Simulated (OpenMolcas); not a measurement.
A run on Ag2+ with its 6 nearest fluoride ions at 2.255 Å, on the Ca site of CsCaF3 (a = 4.526 Å, distance in the model lattice 2.263 Å). The rest of the host is ab initio model potentials to 7.6 Å, with orthogonalisation functions on the cations behind the ligands, and point charges beyond; the distance is set by hand and nothing relaxes. Ligand basis ANO-RCC-VDZP.
```
Ag    0.0000    0.0000    0.0000
F     2.2550    0.0000    0.0000
F     0.0000    2.2550    0.0000
F    -2.2550    0.0000    0.0000
F     0.0000   -2.2550    0.0000
F     0.0000    0.0000    2.2550
F     0.0000    0.0000   -2.2550
```

```
Program             : OpenMolcas 26.06
Method              : SS-CASPT2, IPEA 0.25 Eh, imaginary shift 0.1 Eh (closed shells correlated: 4s 4p and the ligand valence shells)
Basis               : ANO-RCC-VTZP [7s6p4d2f1g]
Scalar Hamiltonian  : DKH2, point nucleus
Active space        : 9 electrons in 5 orbitals (4d)
State averaging     : 2S+1 = 2 even, 5 roots
Spin-orbit coupling : RASSI with atomic mean-field integrals over the reference wave functions
```

176 basis functions. Blocks (2S+1, parity, CSFs, roots kept): 2, even, 5, 5.

Q: How long do the CASPT2 steps take on 1 thread of Intel(R) Xeon(R) Platinum 8488C (Sapphire Rapids) (shared host)?

A: About 37 s of wall time, without the integral step.
